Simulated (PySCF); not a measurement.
## Co: electron affinity

Co- [Ar] 3d8 4s2 (3F) → Co [Ar] 3d7 4s2 (4F), as a difference of total energies. Computed with PySCF 2.14 in x2c-TZVPPall with one added diffuse shell each of s, p, d, f type (7s6p5d3f1g, 80 functions), with the spin-free X2C one-electron Hamiltonian (Gaussian nucleus). Correlated levels: valence and next inner shell: [Ne] frozen. The calculations carry no spin-orbit coupling.

| method | electron affinity (eV) | difference from reference (eV) |
| --- | --- | --- |
| UHF | -2.057 | -2.719 |
| MP2 (valence and next inner shell) | 0.996 | +0.334 |
| SCS-MP2 (valence and next inner shell) | 0.696 | +0.034 |
| CCSD (valence and next inner shell) | 0.123 | -0.539 |
| CCSD(T) (valence and next inner shell) | 0.439 | -0.223 |

Reference: 0.662 eV (measured; photodetachment measurements, as compiled on the Wikipedia data page of electron affinities).

The reference lies between the lowest fine-structure levels, while these numbers refer to the centres of the terms.

Errors of the correlated levels include the incompleteness of this basis and the frozen core.

A negative affinity means that the anion lies above the atom at that level of theory.

The coupled-cluster amplitudes are large for Co- (T1 above 0.03 or a double amplitude above 0.15), so a single reference is strained.
